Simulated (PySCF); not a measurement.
Identify the compound

An unknown has the formula C$_{4}$H$_{8}$N$_{2}$O$_{2}$Si. Its calculated NMR data are:

¹H NMR (400 MHz, computed): δ 5.10 (s, 3H), 2.96 (q, 2H), 1.40 (t, 3H).

¹³C{¹H} NMR (computed): δ 188.0 (C), 177.3 (C), 25.6 (CH2), 16.1 (CH3).

[PySCF 2.14: GIAO PBE0/pcSseg-1 shieldings; GFN2-xTB structure; equivalent nuclei averaged; relativity neglected; a single conformation; no solvent model]

δ = σ(ref) − σ, references computed at the same level: TMS for ¹H (σref 31.72), ¹³C (σref 186.93).

Problem. Which candidate is it?
A. CCc1nc(O[SiH3])no1
B. CO[Si@H](O)n1ccnc1
C. CO[Si@H](O)n1cccn1

Solution. A. 

1. The formula gives 3 degrees of unsaturation (1 ring in the answer).
2. 4 carbon signals for 4 carbons: no two carbons are equivalent.
3. Carbon types of the structure: 2 × C, 1 × CH2, 1 × CH3, leaving 3 H on heteroatoms.
4. δC 188.0: substituted aromatic carbon next to the ring oxygen.
5. δC 177.3: aromatic carbon bearing oxygen; σ withdrawal by the attached heteroatom moves it downfield of the ring CH carbons.
6. δC 25.6: sp3 CH2 on an aromatic ring; a saturated carbon with 2 carbon neighbours and no heteroatom attached.
7. δC 16.1: methyl carbon; aliphatic region, no heteroatom directly attached.
8. δH 2.96: hydrogen on an sp3 CH2 on an aromatic ring; benzylic-type position, deshielded by the ring.

The others: CO[Si@H](O)n1cccn1 would give 5 signals for carbon-bound and other non-exchanging H, not 3; CO[Si@H](O)n1ccnc1 would give 5 signals for carbon-bound and other non-exchanging H, not 3.

Shifts are as computed. Against solution values, carbons near 30 ppm lie about +3 ppm off and those near 130 ppm about +5 ppm. Of 1309 compounds with measured shifts, 239 miss one by over three times the rms of a fit or turn the order of signals round; such compounds aren't used in these exercises. Multiplicities follow the n + 1 count of equivalent neighbours, as no J values were calculated; m marks all less simple cases, F and P coupling included.
